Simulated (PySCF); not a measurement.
**How methods differ on the ionisation energy of Tb³⁺**

Tb³⁺ [Xe] 4f8 [4f5/2^6 4f7/2^2, M_J = 6] → Tb⁴⁺ [Xe] 4f7 [4f5/2^6 4f7/2^1, M_J = 7/2], as a difference of total energies. Computed with PySCF 2.14 in x2c-TZVPPall-2c (11s11p10d4f2g, 140 functions), with the two-component X2C-1e Hamiltonian. Correlated levels: [Ar] 3d10 frozen; the 18 highest virtual spinors dropped. "Screened" scales the spin-orbit matrix elements by Boettger's factors to mimic the two-electron term; Breit and QED terms are absent.

```tsv
method	ionisation energy (eV)
GHF (spin-free)	35.490
GMP2 (spin-free)	38.753
GHF (screened spin-orbit)	35.741
GMP2 (screened spin-orbit)	39.016
```

The spin-free rows relax to the high-spin LS determinant and lack the spin-orbit shift.

The labels give the starting determinants; with spin-orbit coupling the two ends relaxed to ⟨J²⟩ = 42.02, ⟨L²⟩ = 12.34, ⟨S²⟩ = 11.88 and ⟨J²⟩ = 15.75, ⟨L²⟩ = 0.12, ⟨S²⟩ = 15.65.

Q: Which method comes closest to the reference value, and which is furthest?

A: The reference is 39.33 ± 0.04 eV (semi-empirical (NIST evaluation); NIST Atomic Spectra Database, ionization energies). Closest: GMP2 (screened spin-orbit) (error -0.314 eV); furthest: GHF (spin-free) (error -3.840 eV).
